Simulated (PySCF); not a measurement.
Al(NH2)3.
SMILES: `[NH2][Al]([NH2])[NH2]`

The calculation used TDDFT wB97X-D/def2-SVPD, vertical, gas phase, core orbitals frozen in the response in PySCF 2.14.0, density-fitted response routines. Geometry: PBE0-D3(BJ)/def2-SVP; no solvent, vibrations or thermal averaging.

```json
{"state": "S1", "E (eV)": "5.71", "λ (nm)": "217.1", "f": "0.0002", "|μ| (D)": "0.10", "main configurations (H = HOMO, L = LUMO)": "H-1/H→L (≥88%)"}
{"state": "S2", "E (eV)": "5.71", "λ (nm)": "217.1", "f": "0.0002", "|μ| (D)": "0.10", "main configurations (H = HOMO, L = LUMO)": "H-1/H→L (≥88%)"}
{"state": "S3", "E (eV)": "6.67", "λ (nm)": "186.0", "f": "0.246", "|μ| (D)": "3.12", "main configurations (H = HOMO, L = LUMO)": "H-2→L (71%), H-1/H→L+1/L+2 (≥23%)"}
{"state": "S4", "E (eV)": "7.62", "λ (nm)": "162.6", "f": "0.0001", "|μ| (D)": "0.07", "main configurations (H = HOMO, L = LUMO)": "H-1/H→L+1/L+2 (≥30%), H-1/H→L+3 (≥23%)"}
{"state": "S5", "E (eV)": "7.63", "λ (nm)": "162.6", "f": "0.0001", "|μ| (D)": "0.07", "main configurations (H = HOMO, L = LUMO)": "H-1/H→L+1/L+2 (≥30%), H-1/H→L+3 (≥23%)"}
{"state": "S6", "E (eV)": "7.68", "λ (nm)": "161.4", "f": "0.0000", "|μ| (D)": "0.00", "main configurations (H = HOMO, L = LUMO)": "H-1/H→L+1/L+2 (≥81%)"}
{"state": "S7", "E (eV)": "7.84", "λ (nm)": "158.1", "f": "0.0035", "|μ| (D)": "0.34", "main configurations (H = HOMO, L = LUMO)": "H-1/H→L+1/L+2 (≥48%), H-2→L (23%)"}
{"state": "S8", "E (eV)": "8.03", "λ (nm)": "154.4", "f": "0.129", "|μ| (D)": "2.06", "main configurations (H = HOMO, L = LUMO)": "H-1/H→L+4 (≥56%), H-1/H→L+3 (≥35%)"}
{"state": "S9", "E (eV)": "8.03", "λ (nm)": "154.3", "f": "0.129", "|μ| (D)": "2.06", "main configurations (H = HOMO, L = LUMO)": "H-1/H→L+4 (≥56%), H-1/H→L+3 (≥36%)"}
{"state": "S10", "E (eV)": "8.07", "λ (nm)": "153.6", "f": "0.0073", "|μ| (D)": "0.49", "main configurations (H = HOMO, L = LUMO)": "H-2→L+1/L+2 (≥23%), H-1/H→L+3 (≥12%), H-1/H→L+4 (≥9%)"}
{"state": "S11", "E (eV)": "8.08", "λ (nm)": "153.5", "f": "0.0079", "|μ| (D)": "0.51", "main configurations (H = HOMO, L = LUMO)": "H-2→L+1/L+2 (≥23%), H-1/H→L+3 (≥12%), H-1/H→L+4 (≥8%)"}
{"state": "S12", "E (eV)": "8.28", "λ (nm)": "149.7", "f": "0.0000", "|μ| (D)": "0.01", "main configurations (H = HOMO, L = LUMO)": "H-1/H→L+5 (≥28%), H-1/H→L+6 (≥26%), H-1/H→L+11 (≥16%)"}
{"state": "S13", "E (eV)": "8.37", "λ (nm)": "148.1", "f": "0.0011", "|μ| (D)": "0.19", "main configurations (H = HOMO, L = LUMO)": "H-1/H→L+5 (≥12%), H-1/H→L+6 (≥12%), H-1/H→L+3 (≥12%)"}
{"state": "S14", "E (eV)": "8.38", "λ (nm)": "148.0", "f": "0.0011", "|μ| (D)": "0.18", "main configurations (H = HOMO, L = LUMO)": "H-1/H→L+6 (≥13%), H-1/H→L+5 (≥12%), H-1/H→L+3 (≥12%)"}
```

Triplets, Tamm–Dancoff:

```csv
state,E (eV),λ (nm),"main configurations (H = HOMO, L = LUMO)"
T1,5.52,224.6,H-1/H→L (≥82%)
T2,5.52,224.5,H-1/H→L (≥82%)
T3,6.29,197.2,"H-2→L (62%), H-1/H→L+1/L+2 (≥26%)"
```

The lowest singlet level (S1/S2) lies at 5.71 eV (217 nm, ultraviolet) and is dark (f under 0.0005). The most intense listed level is S8/S9 at 8.03 eV (154 nm, f = 0.258 summed), 2.32 eV above S1. S1/S2, S4/S5, S8/S9, S10/S11 and S13/S14 lie within about 0.01 eV of each other in each set. Löwdin shares by element: HOMO (one of a set within 0.03 eV) nitrogen 74% or more, aluminium 8%, hydrogen 5% or more; LUMO aluminium 70% (atoms not listed hold the other 30%). The listed states span 2.67 eV. Of the 14 states listed, 3 reach f = 0.01 and 6 stay under 0.0005. The oscillator strengths of these states sum to 0.525; summed over the whole spectrum of an exact calculation they would give the number of electrons, 40 (Thomas–Reiche–Kuhn). No computed singlet lies in the visible range (380 to 750 nm); the lowest, at 217 nm, stands 2.45 eV above its violet end (3.26 eV). All these states lie below the vertical ionisation energy of 9.12 eV (ΔSCF). Orbitals of the list HOMO-3 to LUMO+2 that lie within 0.01 eV of each other are written together with a slash and their weights summed (≥ marks a lower bound); for degenerate orbitals outside that list single weights are arbitrary. Singlets were solved by full linear response, triplets in the Tamm–Dancoff approximation. The highest level found (8.90 eV, f 0.0000 so far) is left out, since the window may have cut off a degenerate partner.
